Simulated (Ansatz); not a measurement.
The same path of C2H9NSi2 (14 atoms, charge 0, multiplicity 1) was run twice with different band settings. The coordinate that changes most is the dihedral H7–C1–Si2–Si3.

All numbers below come from RKS B3LYP/def2-SVP (Ansatz 0.2.0).

Relaxed end points:

```xyz
14
Properties=species:S:1:pos:R:3
C -2.333 -0.354 -0.865
Si -0.629 -1.071 -0.452
Si 0.561 0.221 1.098
C 1.834 1.406 0.414
N 2.326 0.191 1.102
H -2.847 -0.986 -1.607
H -2.968 -0.302 0.034
H -2.244 0.662 -1.281
H 0.223 -1.135 -1.680
H -0.785 -2.468 0.062
H -0.052 0.443 2.436
H 1.950 1.466 -0.679
H 2.081 2.352 0.916
H 2.869 -0.454 0.531
```

```xyz
14
Properties=species:S:1:pos:R:3
C -2.235 -0.218 -1.131
Si -0.536 -0.956 -0.735
Si 0.456 -0.012 1.166
C 1.727 1.328 0.884
N 2.214 0.003 1.328
H -2.943 -0.391 -0.304
H -2.166 0.868 -1.302
H -2.654 -0.684 -2.037
H 0.415 -0.714 -1.865
H -0.661 -2.437 -0.562
H -0.279 -0.111 2.457
H 1.932 1.634 -0.154
H 1.888 2.144 1.603
H 2.830 -0.484 0.679
```

Common settings: spring 5.0 eV/Å²; optimiser quadratic models (default); start path IDPP; force threshold 0.05 eV/Å; end points relaxed.

| run | movable images | climbing image | iteration limit |
| --- | --- | --- | --- |
| 1 | 9 | yes | 52 |
| 2 | 1 | no | 60 |

(1) What does each run give, and how far can it be trusted?

Answers

(1) Run 1: converged after 3 iterations, highest image 0.070 eV above the first end. A vibrational analysis at the climbing image gives one clearly imaginary mode, 165i cm⁻¹: a first-order saddle point.
Run 2: converged after 3 iterations, highest image 0.069 eV above the first end. No image climbed, so the highest image needn't sit at the top of the path. So few images can step over the top or miss a turn of the path.
